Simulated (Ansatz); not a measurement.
The cluster Ta2P2⁺. The state is a doublet with charge 1. Geometry PBE0-D4/def2-SVP, that of the neutral singlet; atoms count from 1.

```csv
atom,x (Å),y (Å),z (Å)
Ta1,0.364,-0.232,1.376
Ta2,-1.025,1.014,0.019
P3,-0.514,-1.247,-0.618
P4,1.174,0.464,-0.778
```

In the def2 sets Ta takes a core potential; there is no spin–orbit coupling. The structure comes from a short search, and lower isomers may exist.

(1) Estimate the Mulliken populations from the PBE0/def2-TZVP orbitals of Ansatz.

(2) Where does the spin sit?

(3) And the Mayer bond orders between heavy atoms (over 0.3)?

Answers

(1) 
```
atom  charge (e)  spin (α − β)  d electrons
 Ta1        0.62          0.55         3.36
 Ta2        0.62          0.55         3.36
  P3       -0.12         -0.05            –
  P4       -0.12         -0.05            –
```
Mulliken values depend strongly on the basis.

(2) Summed by element: Ta 1.09, P -0.09, of 1 unpaired in all. Largest on single atoms: Ta1 0.55, Ta2 0.55, P3 -0.05.

(3) Ta1–Ta2 2.56 (2.31 Å); Ta1–P3 1.20 (2.40 Å); Ta1–P4 1.20 (2.40 Å); Ta2–P3 1.20 (2.40 Å); Ta2–P4 1.20 (2.40 Å); P3–P4 0.71 (2.41 Å).
